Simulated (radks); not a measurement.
The numbers below are computed, except where a source is named.
Task: The barium ion Ba+ is in [Xe] 6s1. Level of theory: Dirac Kohn-Sham, BLYP, spin-unpolarised, spherical densities, finite nucleus; Fermi nuclear charge, rms radius of each element as measured or else 0.836 A^(1/3) + 0.57 fm (a radial shooting solver on a logarithmic mesh with Libxc functionals). Sub-shells are occupied by j as written (lower j first in brackets). One electron is removed from 5p1/2, 5p3/2, 5s1/2, 6s1/2 in turn, with full relaxation. Which removal costs least, and what does each cost?

Result: 6s1/2 10.061 eV; 5p3/2 28.547 eV; 5p1/2 30.819 eV; 5s1/2 44.837 eV. The 6s1/2 electron leaves first.
